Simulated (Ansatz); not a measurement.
```xyz
9

F     2.243    0.263    0.624
Si    1.233    0.859   -0.436
F     1.921    0.759   -1.852
O    -0.105   -0.031   -0.469
Si   -1.260   -0.912    0.268
Cl   -1.851    0.031    1.985
H     0.963    2.263   -0.120
H    -0.723   -2.236    0.637
H    -2.422   -0.996   -0.637
```

The species carries charge 0 and has multiplicity 1.

(1) List the B3LYP/def2-TZVPP orbital energies in eV (Ansatz). (Estimate.)

Results:

(1) Computed: Occupied: -2762.75, -1801.47, -1800.93, -672.00, -671.98, -521.51, -257.52, -196.53, -196.41, -196.40, -145.73, -145.28, -101.10, -101.09, -101.02, -100.65, -100.60, -100.55, -33.30, -32.78, -28.29, -22.94, -17.14, -15.20, -14.10, -13.60, -13.49, -12.68, -12.54, -12.11, -11.83, -11.61, -10.88, -10.18, -9.98, -9.42, -8.95. Lowest empty: -0.10, 0.19, 0.82, 1.04, 1.21, 1.90, 2.01, 2.91.

B3LYP here is the variant with VWN-RPA as its local correlation; programs differ in this.
